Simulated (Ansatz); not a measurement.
The same hydrolysis along the group Ti, Zr, Hf.

Program: Ansatz. Geometries: PBE0-D4/def2-TZVP. ΔE: electronic, gas phase. CBS: MP2 limit from def2 TZ/QZ plus the TZ coupled-cluster correction, frozen cores. This one scheme is used for every species. def2 core potentials past Kr. For Hf, Ti, Zr outer-core shells are correlated without core-valence functions, which leaves a few kJ/mol of doubt a bond. Scalar relativity is left out up to krypton. Each species was taken in one conformer, which may not be the lowest.

```json
{"reaction": "`O=C=[N][Ti]([F])([F])[F]` + H₂O → `[OH][Ti]([F])([F])[F]` + `N=C=O`", "CCSD(T)/CBS(def2) (eV)": "?"}
{"reaction": "`O=C=[N][Zr]([F])([F])[F]` + H₂O → `[OH][Zr]([F])([F])[F]` + `N=C=O`", "CCSD(T)/CBS(def2) (eV)": "-0.01"}
{"reaction": "`O=C=[N][Hf]([F])([F])[F]` + H₂O → `[OH][Hf]([F])([F])[F]` + `N=C=O`", "CCSD(T)/CBS(def2) (eV)": "0.02"}
```

(1) Fill in the missing values. (Estimate.)

Largest T1 diagnostic: 0.023, for `O=C=[N][Ti]([F])([F])[F]`.

Answers

(1) Computed: `O=C=[N][Ti]([F])([F])[F]` + H₂O → `[OH][Ti]([F])([F])[F]` + `N=C=O`: -0.02 eV.
